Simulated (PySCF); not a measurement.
C3H6BBr, SMILES C=CB(C)Br.

Geometry: PBE0-D3(BJ)/def2-SVP. The values are those of a single conformer.

These are CAM-B3LYP/def2-TZVP run with PySCF values and carry that method's errors.

Isolated molecule, no solvent.

Computed frontier levels, gap, dipole moment and polarisability:
```yaml
highest_occupied_level: -9.26 eV
lowest_empty_level: -0.84 eV
orbital_gap: 8.42 eV
dipole_moment: 2.19 D
quadrupole, principal values (traceless, Buckingham form, about the centre of nuclear charge): -3.58, 0.12, 3.45 D·Å
mean_static_polarisability: 71.0 bohr³ (10.52 Å³)
polarisability_principal_values: 49.0, 66.2, 97.8 bohr³
```
